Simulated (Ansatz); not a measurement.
The first iterations of a band of BClH4N2 + Cl (9 atoms, charge 0, multiplicity 2).

Method: UKS PBE0-D4/def2-SVP in Ansatz.

```yaml
movable_images: 8
climbing_image: no
spring: 5.0 eV/Å²
optimiser: quadratic models (default)
start_path: through a guess of the saddle point
force_threshold: 0.03 eV/Å
iteration_limit: 60
end_points: relaxed
```

Image 0:

```xyz
9
Properties=species:S:1:pos:R:3
B 0.273 0.094 0.048
Cl 0.742 0.664 1.719
N 1.262 0.235 -0.939
H 1.121 -0.047 -1.898
H 2.173 0.624 -0.748
N -1.011 -0.429 -0.103
H -1.644 -0.482 0.688
H -1.376 -0.775 -0.978
Cl -1.539 0.116 3.061
```

Image 9:

```xyz
9
Properties=species:S:1:pos:R:3
B 0.274 0.088 0.050
Cl 0.749 0.648 1.722
N 1.260 0.238 -0.938
H 2.171 0.627 -0.748
H 1.118 -0.037 -1.900
N -1.009 -0.436 -0.102
H -1.642 -0.489 0.689
H -1.377 -0.772 -0.980
Cl -1.544 0.133 3.057
```

| iteration | highest image above the first end (eV) | largest band force component (eV/Å) |
| --- | --- | --- |
| 1 | 5.619 | 21.297 |
| 2 | 2.013 | 2.958 |
| 3 | 1.380 | 1.493 |
| 4 | 1.022 | 0.738 |
| 5 | 0.768 | 0.739 |
| 6 | 0.673 | 0.424 |
| 7 | 0.666 | 0.325 |

Question: Does the band converge within its limit, and where does its top end?

Answer: The forces met the threshold. It ended after 22 iterations with the highest image 0.407 eV above the first end. No image climbed, so the highest image needn't sit at the top of the path.

The run took 4.7 min on 4 threads of Intel(R) Xeon(R) Platinum 8488C (Sapphire Rapids), on a shared host, peak memory 0.33 GiB.
